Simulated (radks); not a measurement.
The numbers below are computed, except where a source is named.
Valence configurations of neutral arsenic (all share [Ar]). Level of theory: scalar-relativistic Kohn-Sham, PBE, spin-polarised, spherical densities, finite nucleus; open shells are filled with parallel spins first; Fermi nuclear charge, rms radius 4.0968 fm (a radial shooting solver on a logarithmic mesh with Libxc functionals). Energies are relative to 3d10 4s2 4p3; eigenvalues in eV for spin up.

valence	E (eV)	moment (Bohr magnetons)	e(3d)	e(4p)	e(4s)
3d10 4s2 4p3	0.000	3	-40.377	-5.920	-15.209
3d9 4s2 4p4	40.594	3	-51.963	-7.094	-17.438
3d10 4s1 4p4	9.334	3	-42.183	-6.674	-16.315
3d10 4p5	20.567	1	-43.877	-6.774	-
3d8 4s2 4p5	89.722	3	-63.998	-8.157	-19.456
3d10 4s1.5 4p3.5	4.655	3	-41.286	-6.299	-15.768
3d9.5 4s0.5 4p5	34.928	2	-48.646	-7.269	-17.476

NIST lists [Ar] 3d10 4s2 4p3 as the ground configuration; this level of theory agrees among the configurations tried. The energies are those of spherical high-spin densities, not of single terms.
